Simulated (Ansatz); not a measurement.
Cost and result for the atomization energy of C₂H₉InSi, SMILES `[CH3][InH][CH2][SiH3]` (13 atoms, 12 bonds).

```xyz
13

C    -0.8569   -0.9927   -2.1250
In   -1.2345    0.3332   -0.4710
C    -0.1677   -0.0075    1.3863
Si    1.5622    0.6684    1.3440
H    -0.0141   -0.6060   -2.7042
H    -0.5914   -1.9898   -1.7713
H    -1.7199   -1.0612   -2.7877
H    -2.3289    1.6704   -0.5646
H    -0.7270    0.4525    2.2050
H    -0.1250   -1.0874    1.5584
H     1.5455    2.1346    1.0694
H     2.3415    0.0250    0.2471
H     2.3162    0.4606    2.6134
```

Charge 0, multiplicity 1. Correlated methods include outer-core shells of In, which these sets cover unevenly. In takes the def2 core potential. All single points use the PBE0-D4/def2-TZVP geometry. It is one conformer, not always the lowest. Program: Ansatz. All runs use 4 threads of an Arm Neoverse V1 on a shared host. Times are those of one run each, without the atoms' runs, and a repeat can differ threefold. Electronic energies, without spin–orbit coupling; frozen cores. CCSD(T)/CBS adds CCSD(T) − MP2 in def2-TZVPP to the MP2 limit, and its time is that of the two runs behind it. T1 = 0.012. With those shells the extrapolation isn't a true limit. B3LYP takes the VWN-RPA correlation (the form of Gaussian; ORCA's B3LYP/G).

CCSD(T)/CBS is a level of theory with its own doubt, some kJ/mol a heavy atom from the limit and from the frozen cores, so smaller differences don't rank the functionals.

```tsv
level	functions	wall time	atomization (kcal/mol)	difference from CCSD(T)/CBS	per bond
PBE-D4/def2-TZVPP (with forces)	280	3.4 s	986.8	-4.8	-0.4
PBE0-D4/def2-TZVPP	280	4.2 s	983.0	-8.6	-0.7
r2SCAN-D4/def2-TZVPP (with forces)	280	6.5 s	988.0	-3.6	-0.3
B3LYP-D4/def2-TZVPP (with forces)	280	7 s	984.4	-7.2	-0.6
B2PLYP/def2-TZVPP	280	8 s	974.1	-17.5	-1.5
ωB97X-V/def2-TZVPP	280	12 s	993.5	1.9	0.2
ωB97M-V/def2-TZVPP (with forces)	280	17 s	990.6	-1.0	-0.1
MP2/def2-QZVPP	536	33 s	979.6	-12.0	-1.0
CCSD(T)/def2-TZVPP	280	5.3 min	970.6	-21.0	-1.8
CCSD(T)/CBS(def2)	–	5.9 min	991.6	0.0	0.0
```

From PBE to PBE0 (25 % exact exchange), in def2-TZVPP and without D4, the atomization energy moves by −2.9 kcal/mol: exact exchange takes away binding that semilocal exchange gives to molecules. In def2-TZVPP, CCSD(T) changes the Hartree–Fock value by +223.9 kcal/mol (the triples alone add +10.3 kcal/mol) and MP2 by +220.4 kcal/mol; breaking electron pairs costs correlation energy, which Hartree–Fock lacks. The D4 term adds +9.7 kcal/mol with B3LYP and +5.2 kcal/mol with PBE0; it sums over pairs of atoms, weighted by their polarisabilities, and B3LYP, whose exchange is more repulsive, gets the larger term.

Spin–orbit coupling would lower the free In atoms strongly, and the atomization energy with them, by more than many differences here.
